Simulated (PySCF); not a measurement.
**Si3H7SClO2**

The system: Si3H7SClO2, a molecule drawn to mimic a surface site (built as: Si site whose three back bonds go to OSiH3, Cl, SSiH3; end group OH); neutral, singlet. The structure, one conformer, was relaxed in the gas phase by PBE0-D3(BJ)/def2-SVP. No frequency run checks that it is a minimum.

SMILES: O[Si](Cl)(O[SiH3])S[SiH3]

Coordinates in Å:
```
Si1     0.297    1.489    1.214
O2     -0.818    0.707    0.314
Si3    -2.108   -0.350    0.440
Cl4     0.684    3.299    0.317
S5      2.065    0.317    1.314
Si6     1.871   -0.649   -0.609
O7     -0.325    1.742    2.713
H8     -2.362   -0.896   -0.920
H9     -1.764   -1.456    1.380
H10    -3.310    0.379    0.934
H11     1.582    0.350   -1.675
H12     0.806   -1.692   -0.585
H13     3.193   -1.295   -0.847
H14     0.014    2.476    3.234
```

Shieldings: GIAO PBE0/pcSseg-1. Shifts are against computed references at the same level: H TMS (σ 31.27 ppm), Si TMS (σ 352.0 ppm). Core levels by delta-SCF with SCAN, pcX-2 on the ionised atom and pcseg-1 elsewhere, spin-free X2C (2p3/2 is the spin-free 2p value less a third of a first-order spin-orbit splitting); from the vacuum level, for chosen atoms.

Task: Give the shieldings and core levels atom by atom.

Result: 
```csv
atoms,bonded to,σ (ppm),δ (ppm),core level (eV)
Si1,1 Cl + 2 O + 1 S,374.5,-22.5,2p3/2 108.91
O2,2 Si,264.2,-,1s 538.36
Si3,1 O + 3 H,386.8,-34.8,-
Cl4,1 Si,830.2,-,2p3/2 206.03
S5,2 Si,734.9,-,2p3/2 168.94
Si6,1 S + 3 H,402.1,-50.1,-
O7,1 Si + 1 H,245.3,-,1s 539.13
H8 H9 H10,1 Si,26.25,5.01,-
H11 H12 H13,1 Si,26.68,4.59,-
H14,1 O,28.87,2.40,-
```

Values are those of this one static structure, with the three H of a rotating XH3 group averaged; atoms that internal rotation interchanges would show their mean in an NMR spectrum.

Task: Which of O2, O7 holds its core electrons tightest, and by how much against the loosest?

Result: O7 (bonded to 1 Si + 1 H), by 0.77 eV over O2 (bonded to 2 Si).

Task: By CAM-B3LYP/def2-SVPD (TDDFT singlets, Tamm-Dancoff triplets, ionisation by delta-SCF), where does absorption start, and what does vertical ionisation take?

Result: The lowest singlet lies at 6.20 eV (f 0.013), the strongest of the first 6 at 7.63 eV (f 0.043), the lowest triplet at 5.82 eV; vertical ionisation takes 9.71 eV.
